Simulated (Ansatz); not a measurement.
Reaction (germylene formation by 1,1-elimination): `C[S][GeH]([F])[Cl]` → `C[S][Ge][F]` + HCl

Program: Ansatz. Geometries: PBE0-D4/def2-TZVP. ΔE: electronic, gas phase. CCSD(T)/CBS is the MP2 limit (def2-TZVPP, def2-QZVPP) plus CCSD(T) − MP2 in def2-TZVPP, frozen cores. This one scheme is used for every species. Functionals use def2-TZVPP. For Ge outer-core shells are correlated without core-valence functions, which leaves a few kJ/mol of doubt a bond. Scalar relativity is left out up to krypton. One conformer a species, not always the lowest.

```
       level  ΔE (kcal/mol)
  r2SCAN0-D4           31.9
MP2/def2-SVP           31.9
```

(1) What does CCSD(T)/CBS give? (An estimate is asked.)

(2) What do rigid-rotor, harmonic-oscillator terms from PBE0-D4/def2-TZVP frequencies (298.15 K, 1 bar) make of the CCSD(T)/CBS value? (Estimate.)

Largest T1 diagnostic among the species: 0.015.

Answers

(1) Ansatz gave: +27.4 kcal/mol. The listed levels differ from it by 4.5, 4.5 kcal/mol.

(2) Ansatz gave: ΔZPE = -2.0 kcal/mol, ΔH = +26.3 kcal/mol, ΔS = 141 J/(mol·K), ΔG = +16.3 kcal/mol. Modes under 50 cm⁻¹ make the entropy rough.

From r2SCAN to r2SCAN0 (25 % exact exchange), in def2-TZVPP and without D4, ΔE moves by +2.7 kcal/mol. The D4 term adds +2.9 kcal/mol with B3LYP and +1.6 kcal/mol with PBE0; it sums over pairs of atoms, weighted by their polarisabilities, and B3LYP, whose exchange is more repulsive, gets the larger term. Leaving LDA and LC-ωPBE aside and taking each functional with its dispersion term where it has one, the values, not all of them listed here, spread over 15.5 kcal/mol, from BLYP-D4 to PBE-QIDH. LDA lies +6.9 kcal/mol from PBE without D4.

CCSD(T)/CBS has its own doubt, a few kJ/mol and more with outer-core shells, so smaller differences from it don't rank the levels.

B3LYP here is the variant with VWN-RPA as its local correlation; programs differ in this.
